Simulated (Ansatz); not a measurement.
Geometry optimisation, RKS revPBE-D4/STO-3G (Ansatz 0.2.0).

The input (input.yaml):

```yaml
crystal:
  periodic: [false, false, false]
  atoms:
    - { symbol: C, position_ang: [1.2705, -2.42, -1.0922] }
    - { symbol: C, position_ang: [1.316, -0.9184, -0.7069] }
    - { symbol: O, position_ang: [0.0534, -0.2761, -1.0499] }
    - { symbol: C, position_ang: [0.1342, 1.1252, -0.6807] }
    - { symbol: Si, position_ang: [-0.5138, 1.5612, 1.0386] }
    - { symbol: C, position_ang: [-2.1898, 0.8833, 1.4208] }
    - { symbol: H, position_ang: [1.0451, -2.4678, -2.1718] }
    - { symbol: H, position_ang: [2.1884, -2.8885, -0.8793] }
    - { symbol: H, position_ang: [0.3989, -2.8463, -0.5358] }
    - { symbol: H, position_ang: [2.1415, -0.4353, -1.2294] }
    - { symbol: H, position_ang: [1.5005, -0.8373, 0.3903] }
    - { symbol: H, position_ang: [1.0559, 1.5774, -0.8647] }
    - { symbol: H, position_ang: [-0.6945, 1.6102, -1.3875] }
    - { symbol: H, position_ang: [-0.5799, 3.0605, 1.2097] }
    - { symbol: H, position_ang: [0.4653, 1.0474, 2.0569] }
    - { symbol: H, position_ang: [-2.5104, 1.1724, 2.4489] }
    - { symbol: H, position_ang: [-2.1711, -0.1963, 1.3538] }
    - { symbol: H, position_ang: [-2.9477, 1.2599, 0.7309] }
basis:
  gaussian: { orbitals: STO-3G }
hamiltonian:
  xc: revpbe
  dispersion: d4
relax:
  f_tol: 0.015
  max_steps: 40
```

Run as:

```bash
$ ansatz run input.yaml --threads 1 --pin off --max-ram 2048MiB --backend cpu --events-out ev --progress --plain --runs-dir out
```

Question: Where does it end, and by what steps?

Answer: The forces met the threshold. The force dipped under the threshold on the way, but the program's further checks kept it going. Limits of this set-up: minimal basis. After 13 steps the energy has fallen by 0.618 eV; H11 moved furthest, 0.61 Å.

```csv
step,energy less start (eV),largest force component (eV/Å),accepted
0,0.0000,5.298,yes
1,-0.5514,0.606,yes
2,-0.5951,0.221,yes
3,-0.6014,0.071,yes
4,-0.6056,0.080,yes
5,-0.6075,0.070,yes
6,-0.6102,0.189,yes
7,-0.6126,0.096,yes
8,-0.6159,0.045,yes
9,-0.6171,0.098,yes
10,-0.6179,0.036,yes
11,-0.6182,0.008,yes
12,-0.6184,0.019,yes
13,-0.6185,0.007,yes
```

```xyz
18
Properties=species:S:1:pos:R:3
C 1.043 -2.346 -1.027
C 1.091 -0.866 -0.538
O 0.041 -0.124 -1.279
C 0.119 1.299 -0.843
Si -0.411 1.664 0.966
C -1.899 0.605 1.425
H 1.238 -2.399 -2.116
H 1.810 -2.946 -0.499
H 0.046 -2.786 -0.826
H 2.111 -0.432 -0.725
H 0.921 -0.830 0.573
H 1.142 1.718 -1.031
H -0.576 1.833 -1.534
H -0.754 3.079 1.059
H 0.686 1.409 1.893
H -2.210 0.771 2.472
H -1.670 -0.469 1.306
H -2.764 0.833 0.776
```

The run took 63 s on 1 thread of Arm Neoverse V1 (shared host), peak memory 0.14 GiB.
